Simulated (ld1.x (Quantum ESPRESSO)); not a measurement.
Pd (Z = 46) TM: all-electron and pseudo phase curves

| Property | Result |
| --- | --- |
| Element | Pd (Z = 46) |
| Generator | ld1.x (Quantum ESPRESSO) 7.5 |
| Type | norm-conserving Troullier–Martins (Kleinman–Bylander form) |
| Functional | LDA (PZ) |
| Relativity | scalar-relativistic |
| Frozen core | [Ar] 3d10 |
| Valence charge | 18 |
| Reference configuration | 4s2 4p6 4d8 5s0 5p0 (charge +2) |
| Partial waves | 4s (bound): rc 1.00 bohr; 4p (bound): rc 1.05 bohr; 4f channel at 0.4 Ry: rc 1.10 bohr; 4d (bound): rc 1.05 bohr |
| Local potential | the d channel |
| Core correction | none |

The phase is arctan(r·u′/u) with u = r·R(r), unwrapped; energies in Ry, scanned from -10 to 5 Ry. A pole is an energy at which the radial function vanishes at the test radius. The pseudo phase is shifted by a multiple of π to meet the all-electron one at the reference energy, and phase errors are pseudo minus all-electron; the curves can meet again beyond the range given. Levels narrower than the energy grid can be missing from the lists of poles.

| channel | radius (bohr) | reference energy (Ry) | poles, all-electron | poles, pseudo | unbroken range about the reference energy with phases within 0.05 rad | phase error 1 Ry above the reference energy (rad) |
| --- | --- | --- | --- | --- | --- | --- |
| s | 1.19 | -8.13 | -2.99 | -3.03 | the whole range | -0.000 |
| p | 1.19 | -5.60 | 0.63 | 0.54 | the whole range | -0.000 |
| d | 1.19 | -2.03 | none | none | the whole range | -0.001 |
| f | 1.19 | 0.40 | none | none | the whole range | +0.001 |

Phases in the f channel:

```csv
E (Ry),all-electron,pseudo
-10.00,1.317,1.317
-9.52,1.311,1.311
-9.04,1.305,1.305
-8.56,1.298,1.299
-8.08,1.291,1.292
-7.60,1.283,1.284
-7.12,1.275,1.276
-6.64,1.266,1.267
-6.16,1.256,1.257
-5.68,1.245,1.246
-5.20,1.234,1.234
-4.72,1.220,1.221
-4.24,1.206,1.206
-3.76,1.189,1.190
-3.28,1.170,1.171
-2.80,1.149,1.149
-2.32,1.123,1.124
-1.84,1.094,1.095
-1.36,1.060,1.060
-0.88,1.018,1.018
-0.40,0.966,0.967
0.08,0.902,0.902
0.56,0.820,0.820
1.04,0.712,0.713
1.52,0.569,0.570
2.00,0.379,0.381
2.48,0.133,0.139
2.96,-0.155,-0.145
3.44,-0.446,-0.431
3.92,-0.697,-0.681
4.40,-0.894,-0.877
4.88,-1.043,-1.026
```
